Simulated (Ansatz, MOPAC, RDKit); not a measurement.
Molecule: difluoroboranylsilane, BSiH₃F₂ (charge 0, singlet). SMILES: B([SiH3])(F)F

Atoms: F1, B2, F3, Si4, H5, H6, H7. Bonds: F1-B2, B2-F3, B2-Si4, Si4-H5, Si4-H6, Si4-H7.

Bond lengths (Å) and angles (degrees) optimised at UFF with RDKit; AM1 with MOPAC; PM6 with MOPAC; PM7 with MOPAC; HF/6-31G* with Ansatz (an electronic-structure program); MP2/6-31G* with Ansatz, each started from the B3LYP-D3(BJ)/def2-TZVP structure (Ansatz) of the last column. A row stands for all coordinates that are equal there; 9 of 15 kinds are shown. 6-31G* holds six Cartesian d functions. At AM1 the structure is a saddle point. At PM6 the structure is a saddle point. At PM7 the structure is a saddle point. No wavenumbers were computed at UFF, MP2/6-31G*, so these may be saddle points.

| coordinate | UFF | AM1 | PM6 | PM7 | HF/6-31G* | MP2/6-31G* | B3LYP-D3(BJ)/def2-TZVP |
|---|---|---|---|---|---|---|---|
| F1-B2 | 1.444 | 1.312 | 1.331 | 1.312 | 1.311 | 1.332 | 1.324 |
| B2-F3 | 1.444 | 1.312 | 1.331 | 1.312 | 1.312 | 1.333 | 1.325 |
| B2-Si4 | 1.940 | 1.853 | 2.090 | 1.995 | 2.047 | 2.032 | 2.035 |
| Si4-H5 | 1.470 | 1.463 | 1.487 | 1.455 | 1.477 | 1.486 | 1.482 |
| Si4-H6 | 1.470 | 1.462 | 1.486 | 1.454 | 1.475 | 1.484 | 1.480 |
| Si4-H7 | 1.470 | 1.463 | 1.487 | 1.455 | 1.477 | 1.486 | 1.483 |
| F1-B2-F3 | 120.0 | 109.0 | 106.7 | 114.8 | 116.1 | 116.5 | 116.1 |
| F1-B2-Si4 | 120.0 | 125.9 | 127.0 | 122.9 | 122.9 | 122.9 | 122.8 |
| F3-B2-Si4 | 120.0 | 125.1 | 126.3 | 122.3 | 121.0 | 120.6 | 121.1 |

Mean signed difference of all 6 bond lengths from B3LYP-D3(BJ)/def2-TZVP: UFF 0.019 Å, AM1 -0.044 Å, PM6 0.014 Å, PM7 -0.024 Å, HF/6-31G* -0.005 Å, MP2/6-31G* 0.004 Å.
